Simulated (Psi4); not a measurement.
H₄Si, charge +1, doublet, geometry from GFN2-xTB (a state made from the parent by changing its charge; the spin is typed, not shown lowest), with bond 5-1 at 1.3 times its length; Psi4 with PBE0/def2-SVP.

Here is a job for Psi4.
```
memory 2 GB

molecule {
1 2
Si    0.00000000   -0.00000000   -0.00000000
H     0.02874448    1.07228532    1.06628774
H    -0.02752798   -1.06593260    1.07267027
H     0.02752798    1.06593260   -1.07267027
H    -0.03736782   -1.39397092   -1.38617406
}

set {
  basis def2-svp
  reference uks
  dft_spherical_points 434
}

energy('pbe0')
print_variables()
```

The log (banner, timings and long lists left out):

```
   => Loading Basis Set <=

    Name: DEF2-SVP
    Role: ORBITAL
    Keyword: BASIS

         ---------------------------------------------------------
                                   SCF
               by Justin Turney, Rob Parrish, Andy Simmonett
                          and Daniel G. A. Smith
                              UKS Reference
         ---------------------------------------------------------

  ==> Geometry <==

    Molecular point group: c1
    Full point group: C1

    Geometry (in Angstrom), charge = 1, multiplicity = 2:

       Center              X                  Y                   Z               Mass
    ------------   -----------------  -----------------  -----------------  -----------------
         SI          -0.010132370980    -0.010072081872    -0.000000000129    27.976926534650
         H           -1.082802767321    -1.076359950088    -0.000000000129     1.007825032230
         H            1.056155498553    -1.082742480855    -0.000000000129     1.007825032230
         H           -1.076420240512     1.062598317111    -0.000000000129     1.007825032230
         H            1.384339148158     1.376102144807     0.000000003974     1.007825032230

  Running in c1 symmetry.

  Rotational constants: A =      3.65597  B =      2.72106  C =      1.55999 [cm^-1]
  Rotational constants: A = 109603.28436  B =  81575.36652  C =  46767.39820 [MHz]
  Nuclear repulsion =   19.711088212111392

  Charge       = 1
  Multiplicity = 2
  Electrons    = 17
  Nalpha       = 9
  Nbeta        = 8

  ==> Algorithm <==

  SCF Algorithm Type is DF.
  DIIS enabled.
  MOM disabled.
  Fractional occupation disabled.
  Guess Type is SAD.
  Energy threshold   = 1.00e-06
  Density threshold  = 1.00e-06
  Integral threshold = 1.00e-12

  ==> Primary Basis <==

  Basis Set: DEF2-SVP
    Blend: DEF2-SVP
    Number of shells: 20
    Number of basis functions: 38
    Number of Cartesian functions: 39
    Spherical Harmonics?: true
    Max angular momentum: 2

  ==> DFT Potential <==

   => LibXC <=

    Version 7.1.2
    S. Lehtola, C. Steigemann, M. J. T. Oliveira, and M. A. L. Marques,  SoftwareX 7, 1–5 (2018) (10.1016/j.softx.2017.11.002)

   => Composite Functional: PBE0 <=

    PBE0 Hyb-GGA Exchange-Correlation Functional

    C. Adamo and V. Barone,  J. Chem. Phys. 110, 6158 (1999) (10.1063/1.478522)
    M. Ernzerhof and G. E. Scuseria,  J. Chem. Phys. 110, 5029 (1999) (10.1063/1.478401)

    Deriv               =              1
[...]
      Ntotal   =   17.0000004812 ; deviation = 4.812e-07

   @Spin Contamination Metric:   2.142866620E-02
   @S^2 Expected:                7.500000000E-01
   @S^2 Observed:                7.714286662E-01
   @S   Expected:                5.000000000E-01
   @S   Observed:                5.000000000E-01

    Orbital Energies [Eh]
    ---------------------

    Alpha Occupied:

[...]
    Alpha Virtual:

[...]
    Beta Occupied:

[...]
    Beta Virtual:

[...]
    Final Occupation by Irrep:
              A
    DOCC [     8 ]
    SOCC [     1 ]
    NA   [     9 ]
    NB   [     8 ]

  @DF-UKS Final Energy:  -291.17477315267934

   => Energetics <=

    Nuclear Repulsion Energy =             19.7110882121113917
    One-Electron Energy =                -436.7562085859239005
    Two-Electron Energy =                 142.3807992533295987
    DFT Exchange-Correlation Energy =     -16.5104520321964436
    Empirical Dispersion Energy =           0.0000000000000000
    VV10 Nonlocal Energy =                  0.0000000000000000
    Total Energy =                       -291.1747731526793359

  UHF NO Occupations:
  HONO-2 :    7  A 1.9990866
  HONO-1 :    8  A 1.9907129
  HONO-0 :    9  A 1.0000000
  LUNO+0 :   10  A 0.0092871
  LUNO+1 :   11  A 0.0009134
  LUNO+2 :   12  A 0.0005574
  LUNO+3 :   13  A 0.0000000

Computation Completed

Properties will be evaluated at   0.000000,   0.000000,   0.000000 [a0]

Properties computed using the SCF density matrix

 Multipole Moments:

 ------------------------------------------------------------------------------------
     Multipole            Electronic (a.u.)      Nuclear  (a.u.)        Total (a.u.)
 ------------------------------------------------------------------------------------

 L = 1.  Multiply by 2.5417464519 to convert [e a0] to [Debye]
 Dipole X            :         -0.0237436            0.2634627            0.2397190
 Dipole Y            :         -0.0236024            0.2618950            0.2382927
 Dipole Z            :         -0.0000000            0.0000000            0.0000000
 Magnitude           :                                                    0.3380068

 ------------------------------------------------------------------------------------

  Variable Map:
  ----------------------------------------------------------------------------
[...]
  Array Variable Map:
  ----------------------------------------------------------------------------
[...]
[...]
```
